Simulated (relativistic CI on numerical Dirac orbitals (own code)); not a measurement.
# Hyperfine structure of Bi XLVII, mass number 207

Method of calculation: Dirac-Coulomb-Breit CI, orbitals from a KLI potential per configuration, QED by a radiative potential, unscaled Slater integrals (own radial code, finite nucleus).

Configuration list (outside the closed core [Ar] 3d10): 4s2 4p6 4d, 4s2 4p6 4f, 4s2 4p5 4d2, 4s 4p6 4d2, 4s2 4p5 4d 4f, 4s 4p6 4d 4f, 4s2 4p6 5s, 4s2 4p6 5p, 4p6 4d3, 4p5 4d4, 4p5 4d3 4f, 4s 4p6 4f2, 4s 4p5 4f3, 4p6 4f3. Double excitations out of closed p, d and f shells are left out; levels of such configurations are missing from the list, as are those of other unlisted configurations, and high levels can miss mixing partners.

Nuclear spin I = 9/2, μ = 4.0729 μN, Q = -0.76 b (tables of Stone and Pyykkö). The electronic factors are computed for point nuclear moments, without core polarisation or the Bohr-Weisskopf and QED corrections.

```
               Level  E (cm⁻¹)  A (MHz)  B (MHz)
   4s2 4p6 4d 2D_3/2         0    41090   -24600
   4s2 4p6 4d 2D_5/2    286243    16130   -28300
 4s2 4p5 4d2 4D°_1/2   1505792     6769         
 4s2 4p5 4d2 4G°_9/2   1784920    41960   128000
4s2 4p5 4d2 2H°_11/2   1827620    40330    94700
```

Levels with J = 0, under 50 % of one LS term, or S terms without an open s electron are left out. Small factors come from cancelling terms and can be off by tens of per cent or more.

At this charge energies of transitions that change n are usually good to better than 1 %, and those within a shell (Δn = 0) to a few per cent.

(1) Give the hyperfine levels of 4s2 4p6 4d 2D_3/2 relative to its centre of gravity.

Answers

(1) With K = F(F + 1) − I(I + 1) − J(J + 1), E = AK/2 + B[¾K(K + 1) − I(I + 1)J(J + 1)]/[2I(2I − 1)J(2J − 1)]: F = 3: -350300, F = 4: -169500, F = 5: 41080, F = 6: 271200 MHz.

LS names give the leading component of a level, which can be under half, so a name can repeat, a term be missing and a line seem to break the LS rules.
